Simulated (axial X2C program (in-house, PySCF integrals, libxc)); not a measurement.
Spin–orbit effects down a group: molecules with Au (ions), HF

All values come from calculations with an in-house all-electron X2C program for linear molecules (integrals from PySCF), spin-free (one-electron X2C) or two-component (2c: spin–orbit coupling with atomic mean-field Coulomb and Gaunt terms, which also bring small scalar terms), in Dyall basis sets with cores contracted in-house; open shells are unrestricted.

Basis sets: Au dyall-cv3z, Be dyall-cv3z, Ca dyall-cv3z, Mg dyall-cv3z.

| molecule | spin-free state | Re (Å) | ωe (cm⁻¹) | De (eV) | 2c state | Re 2c (Å) | ωe 2c (cm⁻¹) | De 2c (eV) |
| --- | --- | --- | --- | --- | --- | --- | --- | --- |
| BeAu⁺ | M_S = 0, Λ = 0 | 2.111 | 494.1 | 2.15 | Ω = 0 | 2.104 | 501.3 | 2.19 |
| MgAu⁺ | M_S = 0, Λ = 0 | 2.475 | 274.6 | 1.39 | Ω = 0 | 2.471 | 277.3 | 1.40 |
| CaAu⁺ | M_S = 0, Λ = 0 | 2.725 | 205.1 | 1.14 | Ω = 0 | 2.720 | 207.0 | 1.16 |

(1) Work out the shifts from the spin-free to the two-component result.

Fragments in 2c: Au+ + Be, Au + Mg+, Au + Ca+. Each entry is the lowest single determinant of a limited PBE0 search at one distance. De goes to single-determinant-based atoms at the same level (for ions the charge split of lowest energy) and is withheld (n/a) where an atom does not fit its ground term or J level. Main or longest-lived isotopes.

Results:

(1) 

| molecule | 2c state | ΔRe (Å) | Δωe (cm⁻¹) | ΔDe (eV) |
| --- | --- | --- | --- | --- |
| BeAu⁺ | Ω = 0 | -0.007 | 7.2 | 0.04 |
| MgAu⁺ | Ω = 0 | -0.004 | 2.7 | 0.01 |
| CaAu⁺ | Ω = 0 | -0.005 | 1.9 | 0.02 |

Shifts of one unit in the last digit are rounding.
